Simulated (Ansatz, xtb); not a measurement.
ClH7SSi3: which of two isomers lies lower

Structure I is `[SiH3][Si]([SiH3])(S)Cl`, a singlet and structure II is `[SiH3][SiH2][Si@@H](S)Cl`, a singlet. Both are isolated molecules in the gas phase, relaxed with PBE0-D3(BJ)/def2-SVP; the shapes shown needn't be the lowest conformers.

I (Å):

```json
{"atom": "Cl", "x (Å)": "-0.7179", "y (Å)": "0.8407", "z (Å)": "-1.2443"}
{"atom": "S", "x (Å)": "1.9583", "y (Å)": "1.2531", "z (Å)": "0.9959"}
{"atom": "Si", "x (Å)": "-0.4784", "y (Å)": "-1.4386", "z (Å)": "1.4673"}
{"atom": "Si", "x (Å)": "0.7115", "y (Å)": "-0.1334", "z (Å)": "-0.0658"}
{"atom": "Si", "x (Å)": "2.1304", "y (Å)": "-1.2965", "z (Å)": "-1.5191"}
{"atom": "H", "x (Å)": "0.4768", "y (Å)": "-2.2573", "z (Å)": "2.2742"}
{"atom": "H", "x (Å)": "-1.2345", "y (Å)": "-0.5225", "z (Å)": "2.3757"}
{"atom": "H", "x (Å)": "-1.4351", "y (Å)": "-2.3391", "z (Å)": "0.7565"}
{"atom": "H", "x (Å)": "2.8500", "y (Å)": "-0.3231", "z (Å)": "-2.3933"}
{"atom": "H", "x (Å)": "1.3022", "y (Å)": "-2.2134", "z (Å)": "-2.3583"}
{"atom": "H", "x (Å)": "3.1166", "y (Å)": "-2.0952", "z (Å)": "-0.7300"}
{"atom": "H", "x (Å)": "1.0098", "y (Å)": "1.6215", "z (Å)": "1.8868"}
```

II (Å):

```yaml
atoms:
  - { symbol: Cl, position_ang: [2.1195, 1.4824, 1.6228] }
  - { symbol: S, position_ang: [3.3976, 0.7938, -1.5575] }
  - { symbol: Si, position_ang: [-0.4774, -0.5991, -0.8338] }
  - { symbol: Si, position_ang: [1.3967, -1.6365, 0.1217] }
  - { symbol: Si, position_ang: [2.9997, 0.0390, 0.4045] }
  - { symbol: H, position_ang: [-1.5723, -1.5930, -1.0524] }
  - { symbol: H, position_ang: [-0.9562, 0.4757, 0.0848] }
  - { symbol: H, position_ang: [-0.0868, 0.0012, -2.1446] }
  - { symbol: H, position_ang: [1.9342, -2.7168, -0.7628] }
  - { symbol: H, position_ang: [1.0668, -2.2105, 1.4627] }
  - { symbol: H, position_ang: [4.2724, -0.3472, 1.0759] }
  - { symbol: H, position_ang: [4.3860, 1.6334, -1.1749] }
```

Quicker runs give these differences E(II) − E(I): GFN2-xTB −0.028 eV; HF/STO-3G +0.010 eV (at GFN2-xTB geometries); r2SCAN-D4/def2-SVP +0.027 eV (at GFN2-xTB geometries).

Task: Which of the two would you expect CCSD(T)/def2-SVP + ΔMP2/def2-TZVPP electronic energies to favour?

Result: Too close to call at this level: CCSD(T)/def2-SVP + ΔMP2/def2-TZVPP gives E(II) − E(I) = −0.019 eV.

Level by level:

```
                             level              geometry  E(II) − E(I) (eV)  departure from the last row (eV)  job, with rough time for the two
                          GFN2-xTB              GFN2-xTB              −0.028                            −0.009              optimisation, 0.31 s
                         HF/STO-3G              GFN2-xTB              +0.010                            +0.029               single point, 0.5 s
                r2SCAN-D4/def2-SVP              GFN2-xTB              +0.027                            +0.046               single point, 3.8 s
              PBE0-D3(BJ)/def2-SVP  PBE0-D3(BJ)/def2-SVP              −0.035                            −0.017                optimisation, 56 s
                       HF/def2-SVP  PBE0-D3(BJ)/def2-SVP              −0.052                            −0.033           part of the CCSD(T) run
                      MP2/def2-SVP  PBE0-D3(BJ)/def2-SVP              −0.042                            −0.024           part of the CCSD(T) run
                  CCSD(T)/def2-SVP  PBE0-D3(BJ)/def2-SVP              −0.044                            −0.025                      single point
CCSD(T)/def2-SVP + ΔMP2/def2-TZVPP  PBE0-D3(BJ)/def2-SVP              −0.019                                                  single point, 34 s
```

As drawn, both hold the same kinds of bond in the same numbers.

The largest departure from CCSD(T)/def2-SVP + ΔMP2/def2-TZVPP is that of r2SCAN-D4/def2-SVP, 0.046 eV. The last row adds to CCSD(T) the change of the MP2 difference between the two basis sets, here +0.025 eV.

With thermal terms from frequencies at re-optimised GFN2-xTB minima (ideal gas, soft modes damped towards free rotors, one conformer each, 298.15 K, 1 atm): on the last row, ΔE + ΔZPE = −0.002, ΔH = −0.018, ΔG = +0.022 eV.

The correlated steps freeze 25 core orbitals. Mirror images aren't counted in ΔG. Programs: Ansatz 0.2.0, xtb 6.7.1; the last row on 2 threads of Intel(R) Xeon(R) 6975P-C (Granite Rapids) on a shared host.
